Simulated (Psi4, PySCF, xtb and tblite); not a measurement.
Conformational energy of SMILES O=Cc1sc(cc1)C(=O)O. Scanned: dihedral O1–C2–C3–S10; all other coordinates were relaxed at GFN2-xTB. Points at φ and −φ are mirror images. Heavy atoms are numbered in the order of the SMILES O=Cc1ccc(C(=O)O)s1, hydrogens after them in the order of the atoms that carry them; the mirror image has the same energies with the sign of each dihedral reversed.

- GFN2-xTB (xtb and tblite)
- RKS-B3LYP/3-21G = restricted B3LYP/3-21G, density fitting // GFN2-xTB (PySCF)
- PBE0-D3(BJ)/def2-SVP // GFN2-xTB (Psi4)

Energies in kJ/mol, each method relative to its own lowest point.

```json
[
 {"φ / °": "-160", "GFN2-xTB": "2.7", "RKS-B3LYP/3-21G": "9.8", "PBE0-D3(BJ)/def2-SVP": "7.4"},
 {"φ / °": "-140", "GFN2-xTB": "10.3", "RKS-B3LYP/3-21G": "23.1", "PBE0-D3(BJ)/def2-SVP": "18.2"},
 {"φ / °": "-120", "GFN2-xTB": "20.6", "RKS-B3LYP/3-21G": "40.0", "PBE0-D3(BJ)/def2-SVP": "32.6"},
 {"φ / °": "-100", "GFN2-xTB": "29.1", "RKS-B3LYP/3-21G": "52.8", "PBE0-D3(BJ)/def2-SVP": "43.7"},
 {"φ / °": "-80", "GFN2-xTB": "29.4", "RKS-B3LYP/3-21G": "52.7", "PBE0-D3(BJ)/def2-SVP": "43.6"},
 {"φ / °": "-60", "GFN2-xTB": "21.9", "RKS-B3LYP/3-21G": "39.7", "PBE0-D3(BJ)/def2-SVP": "32.7"},
 {"φ / °": "-40", "GFN2-xTB": "12.0", "RKS-B3LYP/3-21G": "21.5", "PBE0-D3(BJ)/def2-SVP": "17.4"},
 {"φ / °": "-20", "GFN2-xTB": "4.1", "RKS-B3LYP/3-21G": "6.0", "PBE0-D3(BJ)/def2-SVP": "4.8"},
 {"φ / °": "0", "GFN2-xTB": "1.2", "RKS-B3LYP/3-21G": "0.0", "PBE0-D3(BJ)/def2-SVP": "0.0"},
 {"φ / °": "20", "GFN2-xTB": "4.1", "RKS-B3LYP/3-21G": "6.0", "PBE0-D3(BJ)/def2-SVP": "4.8"},
 {"φ / °": "40", "GFN2-xTB": "12.0", "RKS-B3LYP/3-21G": "21.5", "PBE0-D3(BJ)/def2-SVP": "17.4"},
 {"φ / °": "60", "GFN2-xTB": "21.9", "RKS-B3LYP/3-21G": "39.7", "PBE0-D3(BJ)/def2-SVP": "32.7"},
 {"φ / °": "80", "GFN2-xTB": "29.4", "RKS-B3LYP/3-21G": "52.7", "PBE0-D3(BJ)/def2-SVP": "43.6"},
 {"φ / °": "100", "GFN2-xTB": "29.1", "RKS-B3LYP/3-21G": "52.8", "PBE0-D3(BJ)/def2-SVP": "43.7"},
 {"φ / °": "120", "GFN2-xTB": "20.6", "RKS-B3LYP/3-21G": "40.0", "PBE0-D3(BJ)/def2-SVP": "32.6"},
 {"φ / °": "140", "GFN2-xTB": "10.3", "RKS-B3LYP/3-21G": "23.1", "PBE0-D3(BJ)/def2-SVP": "18.2"},
 {"φ / °": "160", "GFN2-xTB": "2.7", "RKS-B3LYP/3-21G": "9.8", "PBE0-D3(BJ)/def2-SVP": "7.4"},
 {"φ / °": "180", "GFN2-xTB": "0.0", "RKS-B3LYP/3-21G": "4.8", "PBE0-D3(BJ)/def2-SVP": "3.4"}
]
```
